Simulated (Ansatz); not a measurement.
Cost and result for the atomization energy of FH6PSi2, SMILES `F[SiH]([SiH3])P` (10 atoms, 9 bonds).

```xyz
10

F     1.255    1.363   -1.464
Si    0.944    0.205   -0.391
Si   -0.803    0.910    0.999
P     0.493   -1.688   -1.522
H     2.194   -0.042    0.378
H    -1.042   -0.158    2.008
H    -0.486    2.181    1.702
H    -2.037    1.091    0.189
H    -0.906   -1.448   -1.599
H     0.388   -2.414   -0.302
```

Total charge 0; spin multiplicity 1. All single points use the PBE0-D4/def2-TZVP geometry. It is one conformer, not always the lowest. Program: Ansatz. All runs use 2 threads of an Arm Neoverse V2 on a shared host. Times are those of one run each, without the atoms' runs, and a repeat can differ threefold. Electronic energies, without spin–orbit coupling; frozen cores. CCSD(T)/CBS adds CCSD(T) − MP2 in def2-TZVPP to the MP2 limit, and its time is that of the two runs behind it. T1 = 0.014. B3LYP takes the VWN-RPA correlation (the form of Gaussian; ORCA's B3LYP/G).

CCSD(T)/CBS is a level of theory with its own doubt, some kJ/mol a heavy atom from the limit and from the frozen cores, so smaller differences don't rank the functionals.

```json
{"level": "revPBE-D4/def2-TZVPP", "functions": "241", "wall time": "2.8 s"}
{"level": "PBE-D4/def2-TZVPP (with forces)", "functions": "241", "wall time": "3.4 s"}
{"level": "CCSD(T)/def2-SVP", "functions": "98", "wall time": "3.7 s"}
{"level": "BHLYP-D4/def2-TZVPP", "functions": "241", "wall time": "4.6 s"}
{"level": "CAM-B3LYP-D4/def2-TZVPP", "functions": "241", "wall time": "5.5 s"}
{"level": "B3LYP-D4/def2-TZVPP (with forces)", "functions": "241", "wall time": "7 s"}
{"level": "B2PLYP/def2-TZVPP", "functions": "241", "wall time": "8.5 s"}
{"level": "PBE-QIDH/def2-TZVPP", "functions": "241", "wall time": "8.5 s"}
{"level": "ωB97X-V/def2-TZVPP", "functions": "241", "wall time": "12 s"}
{"level": "ωB97M-V/def2-TZVPP (with forces)", "functions": "241", "wall time": "17 s"}
{"level": "MP2/def2-QZVPP", "functions": "447", "wall time": "25 s"}
{"level": "CCSD(T)/def2-TZVPP", "functions": "241", "wall time": "7.1 min"}
{"level": "CCSD(T)/CBS(def2)", "functions": "–", "wall time": "7.5 min"}
```

Question: What atomization energy does each give, and how far from CCSD(T)/CBS? (Best estimate.)

Answer: The calculation gave: 
```tsv
level	atomization (kcal/mol)	difference from CCSD(T)/CBS	per bond
revPBE-D4/def2-TZVPP	709.8	-16.0	-1.8
PBE-D4/def2-TZVPP (with forces)	721.7	-4.1	-0.5
CCSD(T)/def2-SVP	661.8	-64.0	-7.1
BHLYP-D4/def2-TZVPP	713.2	-12.6	-1.4
CAM-B3LYP-D4/def2-TZVPP	727.5	1.7	0.2
B3LYP-D4/def2-TZVPP (with forces)	725.2	-0.6	-0.1
B2PLYP/def2-TZVPP	713.1	-12.7	-1.4
PBE-QIDH/def2-TZVPP	711.5	-14.3	-1.6
ωB97X-V/def2-TZVPP	734.4	8.6	0.9
ωB97M-V/def2-TZVPP (with forces)	727.1	1.3	0.1
MP2/def2-QZVPP	713.9	-11.9	-1.3
CCSD(T)/def2-TZVPP	703.5	-22.3	-2.5
CCSD(T)/CBS(def2)	725.8	0.0	0.0
```

From PBE to PBE0 (25 % exact exchange), in def2-TZVPP and without D4, the atomization energy moves by −5.6 kcal/mol: exact exchange takes away binding that semilocal exchange gives to molecules. The D4 term adds +9.1 kcal/mol with B3LYP and +4.8 kcal/mol with PBE0; it sums over pairs of atoms, weighted by their polarisabilities, and B3LYP, whose exchange is more repulsive, gets the larger term. At CCSD(T), def2-SVP lies −64.0 kcal/mol from the extrapolated value and def2-TZVPP −22.3 kcal/mol: correlation converges slowly with the basis, and small sets miss more of it in the bonded molecule than in its fragments.
